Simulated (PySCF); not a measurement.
Te(OMe)(SiH3) (CH6OSiTe), SMILES CO[Te][SiH3].

Coordinates come from a PBE-D3(BJ)/def2-SVP optimisation. The structure was generated by enumeration, and PubChem lists no compound with its InChIKey, so it may never have been made. The def2 effective core potentials stand for the cores of Te; spin–orbit coupling is left out. The values are those of a single conformer.

Computed with PBE-D3(BJ)/def2-SVP (PySCF 2.14.0).

Frequencies are harmonic and unscaled.

**Question.** Give all harmonic wavenumbers and intensities. (An estimate is asked for; the answer gives what the named calculation found.)

**Answer.** 
| mode | ν (cm⁻¹) | IR (km/mol) | moving atoms (share of kinetic energy) |
|---|---|---|---|
| 1 | 75 | 2.1 | H 38 %, C 31 %, O 15 %, Si 12 % |
| 2 | 81 | 1.1 | O 32 %, H 31 %, Si 22 %, Te 9 % |
| 3 | 107 | 0.0 | H 91 % |
| 4 | 206 | 4.7 | H 75 %, O 23 % |
| 5 | 268 | 1.6 | C 43 %, H 25 %, O 21 %, Te 11 % |
| 6 | 318 | 1.5 | Si 71 %, Te 19 %, H 9 % |
| 7 | 496 | 3.1 | O 43 %, H 41 %, Te 9 % |
| 8 | 517 | 24.0 | H 52 %, O 38 % |
| 9 | 524 | 4.0 | H 92 % |
| 10 | 836 | 304.5 | H 92 % |
| 11 | 882 | 42.5 | H 97 % |
| 12 | 911 | 42.9 | H 97 % |
| 13 | 1039 | 76.4 | O 47 %, C 45 % |
| 14 | 1128 | 0.2 | H 77 %, C 19 % |
| 15 | 1134 | 23.2 | H 69 %, C 23 %, O 8 % |
| 16 | 1391 | 5.5 | H 96 % |
| 17 | 1395 | 10.5 | H 90 %, C 9 % |
| 18 | 1432 | 23.5 | H 94 % |
| 19 | 2149 | 65.7 | H 99 % |
| 20 | 2168 | 73.3 | H 96 % |
| 21 | 2174 | 75.3 | H 96 % |
| 22 | 2901 | 79.4 | H 97 % |
| 23 | 2972 | 44.5 | H 90 %, C 10 % |
| 24 | 3015 | 13.7 | H 91 %, C 9 % |
